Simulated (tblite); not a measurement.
C₆H₉NSSi₂.
Geometry (GFN2-xTB, Å), atoms numbered from 1 in this order:
```xyz
19
C6H9NSSi2 angstrom
C      3.3403   -0.1749   -1.7126
C      2.6258   -0.2790   -0.7507
Si     1.4650   -0.4117    0.6831
C      2.1370    0.7206    2.0111
N      2.5424    1.4120    2.8289
C     -0.2321    0.2783    0.1762
C     -0.8564   -0.5389   -0.9559
C     -2.2643   -0.0432   -1.2338
S     -3.2434   -0.0453    0.3156
Si    -1.5499    0.3810    1.5566
H      3.9765   -0.0858   -2.5462
H      1.4175   -1.7759    1.2153
H     -0.0791    1.2995   -0.1951
H     -0.2587   -0.4644   -1.8692
H     -0.9046   -1.5940   -0.6733
H     -2.7939   -0.6820   -1.9382
H     -2.2585    0.9783   -1.6156
H     -1.6399    1.7107    2.1418
H     -1.4334   -0.6759    2.5544
```

Computed values, GFN2-xTB/tblite, gas phase, harmonic and unscaled. This tight-binding method is rough: wavenumbers can miss measured ones by several per cent, in bad cases by 10 to 20. Modes of hydrogen on silicon can be 10 to 20 % off. One conformer, not necessarily the lowest.

Harmonic wavenumbers (cm⁻¹): 25.1, 50.4, 56.0, 71.7, 100.0, 166.3, 200.3, 235.2, 244.2, 277.9, 299.3, 330.8, 349.5, 428.9, 492.5, 515.7, 530.6, 588.5, 599.5, 642.9, 649.1, 662.2, 684.9, 686.2, 694.0, 717.9, 771.9, 814.8, 897.6, 962.1, 1004.2, 1065.8, 1105.6, 1119.1, 1181.2, 1249.6, 1261.3, 1335.7, 1460.1, 1489.0, 2203.6, 2244.3, 2305.0, 2333.0, 2359.6, 2895.8, 2946.4, 2964.3, 2977.5, 3010.5, 3356.3.

A = 1373, B = 523.5, C = 397.4 MHz; mass 182.999 u (most abundant isotopes); point group C1, symmetry number 1.

**Question.** What is the zero-point energy?

**Answer.** ½Σν̃ = 27807 cm⁻¹ = 79.50 kcal/mol.

**Question.** Give the ideal-gas entropy at 500 K and 1 bar in the rigid-rotor, harmonic-oscillator model (classical rotation).

**Answer.** Translation 44.11, rotation 32.94, vibration 69.73: S = 146.8 cal/(mol K).

**Question.** And Cp and H(500 K) − H(0)?

**Answer.** Cp = 66.54 cal/(mol K), of which vibrations give 58.59 (their classical limit is 51 R = 101.3); H(500 K) − H(0) = 20.75 kcal/mol without the zero-point energy, 16.77 from vibrations.

**Question.** What must be added to the electronic energy to get the Gibbs energy at 500 K and 1 bar?

**Answer.** ZPE + [H(500 K) − H(0)] − T·S = 79.50 + 20.75 − 73.39 = 26.86 kcal/mol.

**Question.** Blend soft modes into free rotors: weight 1/[1 + (100 cm⁻¹/ν̃)⁴] for the oscillator and the rest for a rotor with moment μB/(μ + B), μ = h/(8π²ν), B = 10⁻⁴⁴ kg m². What vibrational entropy results?

**Answer.** 62.29 cal/(mol K) in place of 69.73, which changes −T·S at 500 K by +3.72 kcal/mol.

**Question.** How do the functions run with temperature in this model?

**Answer.** 
```json
{"T (K)": "50", "S (cal/(mol K))": "65.6", "Cp (cal/(mol K))": "16.5", "H − H(0) (kcal/mol)": "0.60", "G − H(0) (kcal/mol)": "-2.68", "ln q(vib)": "1.36"}
{"T (K)": "100", "S (cal/(mol K))": "79.1", "Cp (cal/(mol K))": "23.4", "H − H(0) (kcal/mol)": "1.60", "G − H(0) (kcal/mol)": "-6.31", "ln q(vib)": "3.43"}
{"T (K)": "298.15", "S (cal/(mol K))": "116.8", "Cp (cal/(mol K))": "49.3", "H − H(0) (kcal/mol)": "8.90", "G − H(0) (kcal/mol)": "-25.93", "ln q(vib)": "11.06"}
{"T (K)": "373.15", "S (cal/(mol K))": "128.7", "Cp (cal/(mol K))": "56.8", "H − H(0) (kcal/mol)": "12.89", "G − H(0) (kcal/mol)": "-35.15", "ln q(vib)": "13.79"}
{"T (K)": "750", "S (cal/(mol K))": "176.4", "Cp (cal/(mol K))": "79.3", "H − H(0) (kcal/mol)": "39.10", "G − H(0) (kcal/mol)": "-93.18", "ln q(vib)": "26.13"}
{"T (K)": "1000", "S (cal/(mol K))": "200.4", "Cp (cal/(mol K))": "87.5", "H − H(0) (kcal/mol)": "60.02", "G − H(0) (kcal/mol)": "-140.38", "ln q(vib)": "33.09"}
```

q(vib) and H(0) count from the zero-point level.

Hindered rotation and anharmonicity are outside this model. Other conformers, if any are populated, would add a mixing term that is left out. The structure is chiral; the term R ln 2 for an equal mix with its mirror image is left out.
